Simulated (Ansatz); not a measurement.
`[Cl][Al]([Br])[Br]` + H₂O → `[OH][Al]([Cl])[Br]` + HBr at 600 K and 1 bar (formal hydrolysis of the Al–Br bond).

Calculated with Ansatz (gas phase, PBE0-D4/def2-TZVP geometries, no zero-point term in ΔE). CCSD(T)/CBS adds triple-zeta CCSD(T) − MP2 to the extrapolated MP2 energy (def2 sets, frozen cores). This one scheme is used for every species. For Br outer-core shells are correlated without core-valence functions, which leaves a few kJ/mol of doubt a bond. Scalar relativity is left out up to krypton. One conformer a species, not always the lowest.

```tsv
species	CCSD(T)/CBS energy (Eh)	H − E (kJ/mol)	S (J/(mol·K))
`[Cl][Al]([Br])[Br]`	-5848.64059	51.6	400.5
H₂O	-76.37941	76.8	212.8
`[OH][Al]([Cl])[Br]`	-3351.09145	87.9	396.2
HBr	-2573.91920	33.5	219.1
```

H − E and S are ideal-gas, rigid-rotor, harmonic terms from PBE0-D4/def2-TZVP, for one conformer and one mirror image of each species. 1 Eh = 2625.50 kJ/mol, R = 8.31446 J/(mol·K).

Problem. By hand: ΔE, ΔH, ΔS and ΔG.

Solution. ΔE = (-3351.09145) + (-2573.91920) − (-5848.64059) − (-76.37941) = 0.00935 Eh = 24.5 kJ/mol. Δ(H − E) = 87.9 + 33.5 − 51.6 − 76.8 = -7.0, so ΔH = 17.5 kJ/mol. ΔS = 396.2 + 219.1 − 400.5 − 212.8 = 2.0 J/(mol·K). ΔG = 17.5 − 600 × (2.0)/1000 = 16.3 kJ/mol.

Problem. By hand: the equilibrium constant, and the temperature at which ΔG would vanish if ΔH and ΔS stayed fixed.

Solution. log₁₀ K = −ΔG/(RT ln 10) = -1.4. ΔG = 0 at ΔH/ΔS = 8750 K, far beyond where these terms or the molecules hold.

The number of gas molecules stays the same, so ΔS is small and ΔH decides. A doubt of 5 kJ/mol in ΔE shifts log₁₀ K by 0.4 here. Other conformers and mirror images would add mixing entropy, several J/(mol·K) or more a flexible species. These are equilibria of isolated gas molecules and say nothing of rates. Largest T1 diagnostic: 0.009 (customary marks: 0.02 for closed shells, 0.045 for open ones).
